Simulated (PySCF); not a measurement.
Compound: C6H10O (charge +1 and doublet state).
Structure used (GFN2-xTB), in Å, numbered top down from 1:
```xyz
17
C6H10O angstrom
C      2.6425    0.4356    0.1649
O      1.4307    1.1522    0.2871
C      0.2865    0.5586    0.1277
C     -0.9223    1.2298    0.2362
C     -2.0484    0.3315    0.0128
C     -1.4515   -1.0511   -0.2649
C      0.0705   -0.8797   -0.1859
H      2.7518    0.0157   -0.8396
H      3.4396    1.1534    0.3516
H      2.6968   -0.3772    0.8953
H     -1.0155    2.2786    0.4589
H     -2.7313    0.3384    0.8736
H     -2.6831    0.6962   -0.8065
H     -1.7572   -1.4182   -1.2447
H     -1.8040   -1.7822    0.4629
H      0.5193   -1.5172    0.5834
H      0.5688   -1.1523   -1.1226
```

The hyperfine couplings belong to this conformer and change with its torsions.

The species is `CO[C+]1[CH]CCC1` [radical] (charge +1).

The calculation used PySCF 2.14.0, UKS B3LYP, pcH-1 on C H O, non-relativistic, mean-field spin-orbit, GIAO. Isolated species at its GFN2-xTB geometry (one conformer only). A GFN2-xTB geometry isn't a minimum of the functional, and hyperfine couplings can be far from their values at a DFT geometry, by a factor of two or more for some ions and for spin on atoms past the first row. Stability of the SCF solution: not tested.

Problem. Match the computed a_iso(1H) values +149.8, +59.3, -38.2, +24.8, +6.5 MHz (means over equivalent nuclei) with the sites H8/H9/H10; H11; H12/H13; H14/H15; H16/H17.

Solution. 
```
     site  a_iso (MHz)  ρ(0) (bohr⁻³)         position  distance from C4 (Å)  bound to  spin population there  largest |T| (MHz)
H8/H9/H10        +24.8        +0.0056  4 bonds from C4                  4.13        C1                  -0.01                4.2
      H11        -38.2        -0.0086   1 bond from C4                  1.08        C4                  +0.57               24.7
  H12/H13       +149.8        +0.0335  2 bonds from C4                  2.11        C5                  -0.05                9.0
  H14/H15         +6.5        +0.0015  3 bonds from C4                  3.15        C6                  +0.01                3.7
  H16/H17        +59.3        +0.0133  3 bonds from C4                  3.12        C7                  -0.02                5.3
```

ρ(0) is the spin density at the nucleus and T the dipolar tensor; entries for several nuclei are means. The Mulliken spin populations are largest on C4 (+0.57), O2 (+0.19) and C3 (+0.13). The angles at C4 add up to 360.0°, so it is planar.

The spin density at the nucleus, in bohr⁻³, is negative for C5 (-0.0220), C3 (-0.0120) and C7 (-0.0086), for instance. A restricted open-shell determinant has no negative spin density anywhere; here it arises because α and β orbitals differ (spin polarisation).

Means are taken over nuclei equivalent by connectivity, which assumes that they swap fast. The three 1H nuclei of mean +24.8 MHz run from -0.5 to 38.1 MHz in the frozen geometry.

C4, the radical centre as drawn in `CO[C+]1[CH]CCC1`, holds a spin population of +0.57 out of 1.
